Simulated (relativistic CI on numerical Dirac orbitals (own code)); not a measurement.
Radial parameters of Er XVIII

Calculated at this level of theory: Dirac-Coulomb-Breit CI, orbitals from a KLI potential per configuration, model QED (radiative potential, 1s self-energy scaled to tabulated hydrogen-like ionisation energies), unscaled Slater integrals (own radial code, finite nucleus).

Slater integrals F^k, G^k are unscaled and averaged over j, outside the closed core [Ar] 3d10 4p6 4d10; ζ comes from projecting the Hamiltonian with its Breit term on Σ l·s of the shell.

- 4s2 4f5: F^2(4f,4f) = 177790, F^4(4f,4f) = 114470, F^6(4f,4f) = 83248, ζ(4f) = 3493.8 cm⁻¹; <r>(4f) = 0.5727, <r^2>(4f) = 0.3832 (bohr units).
- 4s2 4f4 5s: F^2(4f,4f) = 180490, F^4(4f,4f) = 116310, F^6(4f,4f) = 84623, ζ(4f) = 3629.3, G^3(4f,5s) = 31371 cm⁻¹; <r>(4f) = 0.5655, <r^2>(4f) = 0.3734, <r>(5s) = 0.9858, <r^2>(5s) = 1.081 (bohr units).
- 4s2 4f3 5s2: F^2(4f,4f) = 183550, F^4(4f,4f) = 118410, F^6(4f,4f) = 86189, ζ(4f) = 3767.1 cm⁻¹; <r>(4f) = 0.5576, <r^2>(4f) = 0.3625 (bohr units).

Averages of the first 8 configurations, taken without configuration mixing, which lowers the lowest level and can move excited configurations by several eV; other configurations of the list can lie among them:

| Configuration | Parity | States | Average energy above the lowest level (eV) |
| --- | --- | --- | --- |
| 4s2 4f5 | odd | 2002 | 12.8 |
| 4s2 4f4 5s | even | 2002 | 31.6 |
| 4s2 4f3 5s2 | odd | 364 | 57.5 |
| 4s2 4f3 5s 5p | even | 4368 | 95.4 |
| 4s2 4f4 5p | odd | 6006 | 71.8 |
| 4s2 4f3 5p2 | odd | 5460 | 137.9 |
| 4s2 4f4 6s | even | 2002 | 187.8 |
| 4s 4f6 | even | 6006 | 476.7 |
